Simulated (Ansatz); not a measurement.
Gas-phase electronic energies from Ansatz, PBE0-D4/def2-TZVP geometries. CCSD(T)/CBS is the MP2 limit (def2-TZVPP, def2-QZVPP) plus CCSD(T) − MP2 in def2-TZVPP, frozen cores. This one scheme is used for every species. DFT in def2-TZVPP. B3LYP here is the variant with VWN-RPA as its local correlation; programs differ in this. Each species was taken in one conformer, which may not be the lowest.

`ClC[SiH]1CC1` + H–F → `FC[SiH]1CC1` + HCl  (substitution at a C–Cl bond)

`ClC[SiH]1CC1`:

Z-matrix (Å, degrees):
```
C
Si 1 1.873
Cl 1 1.789 2 110.4
H 1 1.090 2 112.4 3 119.6
H 1 1.090 2 110.6 3 -119.1
C 2 1.838 1 119.0 3 91.6
C 2 1.845 1 118.4 3 149.0
H 2 1.477 1 114.0 3 -60.4
H 6 1.085 2 119.7 1 -148.7
H 6 1.086 2 119.3 1 -3.3
H 7 1.086 2 119.9 1 1.5
H 7 1.085 2 119.5 1 147.5
```

H–F:

Cartesian coordinates in Å:
```
F 0.064 0.018 -0.455
H -0.064 -0.018 0.455
```

`FC[SiH]1CC1`:

Z-matrix (Å, degrees):
```
C
Si 1 1.885
F 1 1.392 2 111.5
H 1 1.095 2 109.6 3 -120.0
H 1 1.095 2 111.6 3 120.7
C 2 1.843 1 119.1 3 90.2
C 2 1.847 1 117.3 3 146.9
H 2 1.478 1 115.4 3 -63.4
H 6 1.085 2 119.2 1 -5.2
H 6 1.085 2 119.3 1 -150.1
H 7 1.085 2 119.3 1 146.4
H 7 1.086 2 119.7 1 1.1
```

HCl:

Cartesian coordinates in Å:
```
Cl -0.619 -0.120 -0.107
H 0.619 0.120 0.107
```

```csv
level,ΔE (kJ/mol)
ωB97M-V,33.5
B3LYP,25.0
```

Problem. What does CCSD(T)/CBS give? (Best estimate.)

Solution. Computed: +44.3 kJ/mol. The listed levels differ from it by -10.8, -19.3 kJ/mol.

Largest T1 diagnostic among the species: 0.011.

The D4 term adds +6.5 kJ/mol with B3LYP and +3.5 kJ/mol with PBE0; it sums over pairs of atoms, weighted by their polarisabilities, and B3LYP, whose exchange is more repulsive, gets the larger term. In def2-TZVPP, CCSD(T) changes the Hartree–Fock value by +14.8 kJ/mol (the triples alone add +2.5 kJ/mol) and MP2 by +25.8 kJ/mol.

CCSD(T)/CBS has its own doubt, a few kJ/mol and more with outer-core shells, so smaller differences from it don't rank the levels.
